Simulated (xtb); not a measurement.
C3H6N2Si, SMILES N#CC/C=N/[SiH3]. All values are semi-empirical tight-binding results from xtb (GFN2-xTB unless named), good for trends rather than for accurate numbers. Geometry optimised at GFN2-xTB. The structure was generated by enumeration; whether it is a known compound was not checked. The values are those of a single conformer.

Computed properties:
```json
{
  "orbital_gap": "2.97 eV",
  "dipole_moment": "3.13 D",
  "zero_point_energy": "49.9 kcal/mol",
  "G − E(el) at 298.15 K (modified RRHO)": "29.5 kcal/mol",
  "static polarisability (D4 model)": "75.7 bohr³",
  "solvation energy, GFN2-xTB/ALPB(water)": "-5.7 kcal/mol",
  "solvation energy, GFN2-xTB/ALPB(acetonitrile)": "-6.6 kcal/mol"
}
```
